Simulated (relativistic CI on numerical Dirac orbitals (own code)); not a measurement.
**Ne⁴⁺: calculation against measurement**

Method of calculation: Dirac-Coulomb-Breit CI, separate exchange-only KLI orbitals for each configuration, QED by a radiative potential, valence Slater integrals scaled by 0.85, P86 correlation estimate, and configurations built on the next ion tied to the tabulated ionisation energy (semi-empirical) (own radial code, finite nucleus).

Configuration list (outside the closed core 1s2): 2s²2p², 2s²2p3s, 2s²2p3p, 2s²2p3d, 2s²2p4s, 2s2p³, 2p⁴, 2p³3s, 2p³3p, 2s2p²3s, 2p³3d, 2s2p²3p, 2s²2p4p, 2s²2p4d, 2s²2p4f, 2s2p²3d, 2s²3s², 2s²3s3p, 2s²3s3d, 2s²3p², 2s2p²4s, 2s²3p3d, 2s2p²4p, 2s2p3s². Levels of other configurations are missing.

```tsv
Configuration	Term (tabulated)	J	Measured (cm⁻¹)	Computed	Error	Purity (%)
2s²2p²	3P	0	0.0	0	0	99
2s²2p²	3P	1	412.4	410	-2	99
2s²2p²	3P	2	1110.1	1101	-9	98
2s²2p²	1D	2	30291.5	28439	-1853	99
2s²2p²	1S	0	63913.6	56395	-7519	96
2s2p³	3D°	3	175834.0	179589	3755	100
2s2p³	3D°	2	175905.0	179663	3758	100
2s2p³	3D°	1	175927.0	179691	3764	100
2s2p³	3P°	0	208193.0	207376	-817	100
2s2p³	1D°	2	270564.0	268825	-1739	99
2s²2p3s	3P°	0	596254.0	585685	-10569	96
2s²2p3s	3P°	1	596626.0	586060	-10566	96
2s²2p3s	3P°	2	597523.0	586959	-10564	96
2s²2p3s	1P°	1	605231.0	593985	-11246	96
2s²2p3d	3F°	2	690000.0	682207	-7793	67
2s²2p3d	1D°	2	690691.0	683093	-7598	66
2s²2p3d	3D°	1	698231.0	689084	-9147	95
2s²2p3d	3D°	2	698382.0	689242	-9140	93
2s²2p3d	3D°	3	698735.0	689553	-9182	96
2s²2p3d	3P°	2	701765.0	691902	-9863	93
2s²2p3d	3P°	1	702074.0	692244	-9830	95
2s²2p3d	1P°	1	702412.0	700793	-1619	96
2s²2p3d	3P°	0	702459.0	692426	-10033	96
2s²2p3d	1F°	3	709956.0	700896	-9060	96
2s2p²3p	3S°	1	737160.0	742636	5476	98
2s2p²3p	3P°	0	765440.0	767795	2355	99
2s2p²3p	3P°	1	765640.0	767924	2284	99
2s2p²3p	3P°	2	766000.0	768179	2179	99
2s2p²3d	5P	3	798633.0	801366	2733	98
2s2p²3d	5P	2	798804.0	801646	2842	98
2s2p²3d	5P	1	799011.0	801818	2807	99
2s2p²3d	3P	2	800820.0	804586	3766	98
2s2p²3d	3P	1	801310.0	804991	3681	99
2s2p²3d	3P	0	801550.0	805194	3644	99
2s²2p4s	1P°	1	805284.0	805574	290	95
2s2p²3d	3F	2	805570.0	810277	4707	100
2s2p²3d	3F	3	805940.0	810635	4695	100
2s2p²3d	3F	4	806390.0	811103	4713	100
2s2p²3p	1F°	3	825080.0	829483	4403	96
2s²2p4d	1D°	2	838623.0	839139	516	80
2s²2p4d	1F°	3	846487.0	848258	1771	96
2s2p²3d	3S	1	883150.0	888048	4898	97
2s2p²3d	1F	3	887280.0	879328	-7952	97
```

Measured levels from NIST levels in Podobedova, Fuhr, Reader and Wiese, J. Phys. Chem. Ref. Data 33, 525 (2004); pairs were made by configuration, J and term (by order where the table uses no LS term), so strongly mixed levels may be paired wrongly.

Mean error by configuration (cm⁻¹): 2s²2p² -2346; 2s2p³ 1744; 2s²2p3s -10736; 2s²2p3d -8326; 2s2p²3p 3339; 2s2p²3d 2776; 2s²2p4s 290; 2s²2p4d 1144. Over the excited levels the mean absolute error is 5122 cm⁻¹ (42 of the 44 excited levels that our extract of the source holds in range could be paired, and the others can miss by more), and the median relative error of those above 1,000 cm⁻¹ is 0.74 %.
